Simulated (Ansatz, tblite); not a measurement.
Removing and adding an electron: Ga(H2S)H3 (GaH5S). Charge 0, multiplicity 1. Geometry: PBE0-D4/def2-TZVP. Ansatz, gas phase; energy differences of separate SCF runs; the oxidised species was run as a doublet alone; the reduced species was run as a doublet alone.

```xyz
7

Ga    0.427    0.631    0.831
S    -0.641   -0.291   -1.348
H     0.251   -1.266   -1.588
H    -1.510   -1.141   -0.775
H     1.634    1.329    0.099
H     0.666   -0.753    1.545
H    -0.827    1.492    1.236
```

The xTB rows come from tblite. Correlated methods freeze 14 core orbitals; core or outer-core shells of Ga are correlated, in sets that lack core-valence functions. In CCSD on the charge -1 doublet the largest single amplitude is 0.21, so its Hartree–Fock determinant may place the open shell otherwise than the density functionals do.

```tsv
level	−HOMO (eV)	vertical IE (eV)	−LUMO (eV)	vertical EA (eV)	HOMO–LUMO gap (eV)	remarks
GFN1-xTB	11.73	14.74	5.76	–	5.96	–
GFN2-xTB	11.33	14.28	6.86	–	4.46	–
HF/def2-TZVPD	–	–	–	-0.93	–	HOMO above zero (-1 doublet)
HF/def2-TZVPP	–	9.71	–	–	–	–
PBE-D4/def2-TZVPD	6.66	–	1.53	-0.24	5.12	HOMO above zero (-1 doublet)
r2SCAN-D4/def2-TZVP	6.96	10.06	1.18	–	5.78	–
r2SCAN-D4/def2-TZVPD	6.96	–	1.21	-0.39	5.74	HOMO above zero (-1 doublet)
PBE0-D4/def2-TZVP	7.89	10.18	0.45	–	7.44	–
PBE0-D4/def2-TZVPD	7.89	–	0.70	-0.36	7.18	HOMO above zero (-1 doublet)
MP2/def2-TZVPD	–	–	–	-0.62	–	HOMO above zero (-1 doublet)
MP2/def2-TZVPP	–	10.44	–	–	–	–
CCSD/def2-TZVPD	–	–	–	-0.58	–	HOMO above zero (-1 doublet)
CCSD/def2-TZVPP	–	10.46	–	–	–	–
CCSD(T)/def2-TZVPD	–	–	–	-0.53	–	HOMO above zero (-1 doublet)
CCSD(T)/def2-TZVPP	–	10.44	–	–	–	–
```

Run but left out: PBE-D4/def2-TZVP (charge +1 doublet: an occupied level 0.21 eV above an empty one).   A HOMO above zero means that the electron is unbound at that level or that self-interaction error raises the level; the energy of removing that electron tells which. Raw xTB energy differences between charge states are shifted by several eV; the methods need an empirical correction for them. A negative affinity means that the extra electron isn't bound; its size then hangs on the basis.
